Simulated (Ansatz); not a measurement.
# GeH2Cl (SMILES [Cl][GeH2]): the energy to break a bond

The species is GeH2Cl (4 atoms), meant as a doublet with charge 0. As SMILES, `[Cl][GeH2]`. The shape was relaxed beforehand at B3LYP/def2-SVP.

| atom | x (Å) | y (Å) | z (Å) |
| --- | --- | --- | --- |
| Cl | -1.5852 | 0.3107 | 1.0079 |
| Ge | 0.1061 | -0.4636 | -0.1434 |
| H | 0.0842 | 0.2631 | -1.5204 |
| H | 1.3948 | -0.1102 | 0.6560 |

Wanted: the dissociation energy of the H3–Ge2 bond into doublet H and singlet GeHCl (shapes relaxed at B3LYP/def2-SVP, no zero-point term). 1 Eh = 2625.50 kJ/mol = 27.2114 eV. Totals in Eh; open shells run unrestricted unless said.

```tsv
level	program	GeH2Cl	doublet H	singlet GeHCl
UPBE/def2-TZVPP	Ansatz	-2537.905434	-0.499616	-2537.326895
UB3LYP/def2-TZVPP	Ansatz	-2538.477015	-0.502154	-2537.894983
UCAM-B3LYP/def2-TZVPP	Ansatz	-2538.544880	-0.498811	-2537.962723
```

Q: Work out the dissociation energy at each level.

A: 
1. UPBE/def2-TZVPP: (-0.499616) + (-2537.326895) − (-2537.905434) = 0.078923 Eh = 207.2 kJ/mol = 2.15 eV.
2. UB3LYP/def2-TZVPP: (-0.502154) + (-2537.894983) − (-2538.477015) = 0.079878 Eh = 209.7 kJ/mol = 2.17 eV.
3. UCAM-B3LYP/def2-TZVPP: (-0.498811) + (-2537.962723) − (-2538.544880) = 0.083346 Eh = 218.8 kJ/mol = 2.27 eV.

The levels span 207 to 219 kJ/mol; no measured value is set beside them. A fragment with an even electron count was run as a singlet and may have a lower triplet. A bond enthalpy at 298 K also holds the loss of zero-point energy and thermal terms.
